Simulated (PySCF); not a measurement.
PySCF input file for H4SSi2, SMILES [SiH3][Si]S (connectivity only; charge and spin as stated), neutral, multiplicity 1, IEF-PCM-PBE0/def2-SVP. The structure is a stationary point at B3LYP-D3(BJ)/def2-TZVP. One conformer was computed; it need not be the lowest.

```python
import numpy as np
from pyscf import gto, scf, dft
from pyscf.solvent import pcm

mol = gto.M(
    atom='''
    Si   -1.09779348   -0.22373553    0.00000000
    S     0.57097456   -1.54870824    0.00000000
    H    -0.10494730   -2.71621634   -0.00000000
    Si    0.32560935    1.72076826   -0.00000000
    H     1.78705787    1.45413735    0.00000001
    H    -0.00356291    2.54147637   -1.19648093
    H    -0.00356290    2.54147637    1.19648094
    ''',
    basis='def2-SVP',
    charge=0,
    spin=0,
    max_memory=1600,
    verbose=3,
)
mf = dft.RKS(mol, xc='pbe0').density_fit(auxbasis='def2-universal-jkfit')
mf.grids.level = 3
mf.conv_tol = 1e-9
mf.max_cycle = 100
mf.kernel()
res = {}
for name, eps in {'water': 78.355, '2-propanol': 19.264, 'dimethylsulfoxide': 46.826}.items():
    s = mf.PCM()
    s.with_solvent.method, s.with_solvent.eps, s.with_solvent.lebedev_order = 'IEF-PCM', eps, 29
    s.kernel(mf.make_rdm1())
    res[name] = (s.e_tot, eps, s.dip_moment(), s.mo_energy, s.converged)
    print(f'{name}: electrostatic solvation free energy {(s.e_tot - mf.e_tot) * 627.509474:.3f} kcal/mol')
```

Program output:

```
converged SCF energy = -978.865086634236

WARN: PCM is an experimental feature. It is still in testing.
Features and APIs may be changed in the future.

converged SCF energy = -978.868587263466
Dipole moment(X, Y, Z, Debye): -0.55847, -1.40327, -0.00000
water: electrostatic solvation free energy -2.197 kcal/mol

WARN: PCM is an experimental feature. It is still in testing.
Features and APIs may be changed in the future.

converged SCF energy = -978.868351901863
Dipole moment(X, Y, Z, Debye): -0.54202, -1.37638, -0.00000
2-propanol: electrostatic solvation free energy -2.049 kcal/mol

WARN: PCM is an experimental feature. It is still in testing.
Features and APIs may be changed in the future.

converged SCF energy = -978.868534379564
Dipole moment(X, Y, Z, Debye): -0.55470, -1.39721, -0.00000
dimethylsulfoxide: electrostatic solvation free energy -2.163 kcal/mol
```

The run converged.

Cost: about 50 core-seconds (a rough figure).
